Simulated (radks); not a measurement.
Excited configurations of As III: one electron is placed in a higher orbital outside [Ar] 3d10 4s2. The ground configuration is [Ar] 3d10 4s2 4p1. All-electron calculation, scalar-relativistic Kohn-Sham, PBE, spin-polarised, spherical densities, point nucleus; open shells are filled with parallel spins first. Program: a radial shooting solver on a logarithmic mesh with Libxc functionals. Excitation = E - E(ground); binding = E(ion) - E, where the ion is the core of charge +3; n* = 3/sqrt(2 binding) in atomic units, and the quantum defect is n - n*.

outer orbital  excitation (eV)  binding (eV)     n*  quantum defect  eigenvalue (eV)  <r> (bohr)
4d                      13.130        14.869  2.870           1.130          -11.801       3.244
5p                      15.498        12.501  3.130           1.870          -10.714       4.813
5d                      19.550         8.449  3.807           1.193           -7.120       6.577
5f                      22.565         5.434  4.747           0.253           -4.516       9.627
6p                      20.650         7.349  4.082           1.918           -6.309       8.380
6f                      24.151         3.847  5.642           0.358           -3.286       14.59
7s                      22.466         5.533  4.704           2.296           -4.828       11.52
7p                      23.130         4.869  5.015           1.985           -4.236       12.82
7d                      24.206         3.793  5.682           1.318           -3.306       15.89
7f                      25.146         2.853  6.552           0.448           -2.474       20.49

Estimate the row for 5s.

Answer. excitation (eV) 12.604; binding (eV) 15.395; n* 2.820; quantum defect 2.180; eigenvalue (eV) -13.299; <r> (bohr) 4.139. The Delta-SCF ionisation energy is 27.999 eV (NIST Atomic Spectra Database: 28.35 eV, measured). Self-interaction in the functional shifts the binding energies and quantum defects, so they are the method's values and not measured ones. Open shells are spherical and high-spin; term and fine-structure splittings are not resolved.
